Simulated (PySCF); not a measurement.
Ligands exchanged one at a time, B I-H. Gas-phase values, no solvent. Strings in code marks are SMILES.

Level of theory: TPSSh-D3(BJ)/def2-TZVP // CAM-B3LYP-D3(BJ)/def2-TZVP in PySCF. 

```
species                             LUMO (eV)  dipole moment (D)
---------------------------------  ----------  -----------------
0 of 3 I replaced by H (`IB(I)I`)  (withheld)               0.00
1 of 3 I replaced by H                  -2.73               0.11
2 of 3 I replaced by H (`BI`)           -2.58         (withheld)
3 of 3 I replaced by H                  -2.30               0.00
```

Problem. What belongs in the gaps?

Solution. 
- 0 of 3 I replaced by H (`IB(I)I`), LUMO (eV): -2.88
- 2 of 3 I replaced by H (`BI`), dipole moment (D): 0.37
